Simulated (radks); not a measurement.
The numbers below are computed, except where a source is named.
Ionisation of Ir2+, [Xe] 4f14 5d7, to Ir3+, [Xe] 4f14 5d6, under several functionals. Scalar-relativistic Kohn-Sham, spin-polarised, spherical densities, finite nucleus; open shells are filled with parallel spins first (spin-orbit coupling, left out, can overturn this in heavy ions); a radial shooting solver on a logarithmic mesh with Libxc functionals.

TASK exchange with Perdew-Wang LDA correlation: E(Ir2+) (hartree) -17823.0149; Exc (hartree) -343.5152; IE (eV) 27.984; -e(HOMO) (eV) 22.374; <r> HOMO (bohr) 1.590; IE error (eV) -0.016
RPBE: E(Ir2+) (hartree) -17823.6828; Exc (hartree) -346.1501; IE (eV) 28.917; -e(HOMO) (eV) 23.091; <r> HOMO (bohr) 1.634; IE error (eV) +0.917
PBEsol: E(Ir2+) (hartree) -17818.1087; Exc (hartree) -340.5705; IE (eV) 29.097; -e(HOMO) (eV) 23.269; <r> HOMO (bohr) 1.630; IE error (eV) +1.097
B86b exchange with PBE correlation: E(Ir2+) (hartree) -17824.4580; Exc (hartree) -346.9160; IE (eV) 29.079; -e(HOMO) (eV) 23.247; <r> HOMO (bohr) 1.634; IE error (eV) +1.079
LDA (Slater exchange, Perdew-Zunger correlation): E(Ir2+) (hartree) -17813.0866; Exc (hartree) -335.5585; IE (eV) 29.614; -e(HOMO) (eV) 23.731; <r> HOMO (bohr) 1.635; IE error (eV) +1.614

NIST Atomic Spectra Database: 28 eV (theoretical). Closest: TASK exchange with Perdew-Wang LDA correlation. The Delta-SCF values span 1.63 eV, the total energies 11.37 hartree. The highest occupied level is 5d. Open shells are spherical and high-spin; term and fine-structure splittings are not resolved. Spin-orbit splitting is averaged out at the scalar-relativistic level.
